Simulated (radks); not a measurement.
The numbers below are computed, except where a source is named.
Task: Xe4+, 50 electrons, occupied as [Kr] 4d10 5s2 5p2. Level of theory: scalar-relativistic Kohn-Sham, BLYP, spin-unpolarised, spherical densities, finite nucleus; Fermi nuclear charge, rms radius 4.7859 fm (a radial shooting solver on a logarithmic mesh with Libxc functionals). Some entries of the table are withheld. Estimate them.

orbital,occ.,eigenvalue (hartree),r(max) (bohr),<r^2> (bohr^2)
1s,2,-1265.037,0.01716,0.0009637
2s,2,-198.3562,0.09696,0.01549
2p,6,(1),0.07779,0.01228
3s,2,-41.94243,0.2790,0.1073
3p,6,-35.42778,0.2728,0.1074
3d,10,-25.76069,(2),(3)
4s,2,-8.96714,0.6606,0.5787
4p,6,-6.90094,0.6927,0.6635
4d,10,-3.88477,0.7466,0.8812
5s,2,(4),1.561,3.265
5p,2,-1.75462,(5),4.234

Result: 
(1) 2p eigenvalue (hartree): -178.1863
(2) 3d r(max) (bohr): 0.2258
(3) 3d <r^2> (bohr^2): 0.09326
(4) 5s eigenvalue (hartree): -2.26663
(5) 5p r(max) (bohr): 1.756
